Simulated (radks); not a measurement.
Dipole-allowed excitations along the series with 28 electrons in [Ar] 3d10. All-electron calculation, scalar-relativistic Kohn-Sham, exchange-only LDA, spin-unpolarised, spherical densities, finite nucleus; Fermi nuclear charge, rms radius of each element as measured or else 0.836 A^(1/3) + 0.57 fm. Program: a radial shooting solver on a logarithmic mesh with Libxc functionals. Time-dependent linear response with the Hartree and adiabatic exchange-only LDA kernel, continuum included through the Sternheimer equations, no spin-orbit coupling, so fine structure and intercombination lines are absent. Lines are the poles of the dipole polarisability below minus the highest occupied eigenvalue, found on a grid refined at the orbital gaps; the lowest seven at most are given, and weak or close lines can be missed. The first line takes the name of the lowest orbital gap if no other gap lies below it; otherwise a line is named after a gap within 0.6 % of it, if that gap stands alone.

species  -e(HOMO) (eV)  lowest orbital gap (eV)  first line (eV)      f  strongest line (eV)  its f  static alpha (bohr^3)
Sr10+           301.39             3d-4p 139.01   140.67 (3d-4p)  0.533  211.41 (unassigned)   1.92                 0.1311
Zr12+           402.28             3d-4p 184.18   186.12 (3d-4p)  0.515  272.87 (unassigned)   2.54                0.08610
Nb13+           457.45             3d-4p 208.77   210.84 (3d-4p)  0.507  305.66 (unassigned)   2.83                0.07123
Mo14+           515.74             3d-4p 234.69   236.90 (3d-4p)  0.499  339.81 (unassigned)   3.11                0.05957
Tc15+           577.14             3d-4p 261.92   264.28 (3d-4p)  0.491  375.31 (unassigned)   3.38                0.05031
